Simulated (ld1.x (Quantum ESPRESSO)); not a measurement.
An all-electron radial function and its pseudo partner (manganese (Mn))

Columns: radius, all-electron u(r) and pseudo u(r) of the 4s shell (level -11.88 eV) of manganese in the configuration [Ar] 3d5 4s1 4p0; PBE, scalar-relativistic, PAW scheme, ld1.x (Quantum ESPRESSO) 7.5.

| r (bohr) | all-electron | pseudo |
| --- | --- | --- |
| 0.130 | -0.1306 | -0.0331 |
| 0.260 | -0.1247 | -0.0670 |
| 0.390 | 0.0990 | -0.1025 |
| 0.520 | 0.2614 | -0.1402 |
| 0.650 | 0.3027 | -0.1806 |
| 0.780 | 0.2489 | -0.2236 |
| 0.910 | 0.1407 | -0.2692 |
| 1.040 | 0.0101 | -0.3168 |
| 1.170 | -0.1223 | -0.3656 |
| 1.300 | -0.2451 | -0.4148 |
| 1.430 | -0.3526 | -0.4629 |
| 1.560 | -0.4427 | -0.5088 |
| 1.690 | -0.5153 | -0.5509 |
| 1.820 | -0.5714 | -0.5879 |
| 1.950 | -0.6127 | -0.6186 |
| 2.080 | -0.6406 | -0.6420 |
| 2.210 | -0.6571 | -0.6572 |
| 2.340 | -0.6638 | -0.6638 |
| 2.470 | -0.6623 | -0.6623 |
| 2.600 | -0.6539 | -0.6539 |
| 2.730 | -0.6399 | -0.6399 |
| 2.860 | -0.6214 | -0.6214 |
| 2.990 | -0.5996 | -0.5996 |
| 3.120 | -0.5751 | -0.5751 |
| 3.250 | -0.5489 | -0.5489 |
| 3.380 | -0.5216 | -0.5216 |

Q: How many radial nodes do the two functions have?

A: The all-electron 4s function has n − l − 1 = 3 (the table is too coarse to show those close to the nucleus); the pseudo-wave has 0, since the states of the same l below it are removed with the core.

Q: At about which radius was the pseudo-wave matched?

A: 2.30 bohr, where the columns begin to agree (steps of 0.13 bohr).

Q: Where does each function peak?

A: Outermost all-electron maximum near 2.34 bohr, pseudo maximum near 2.34 bohr (to the table’s step).

Q: Is the pseudo-wave norm-conserving?

A: No, it belongs to a PAW set: the norm inside the radius is not constrained, and the difference is carried by the augmentation charge.
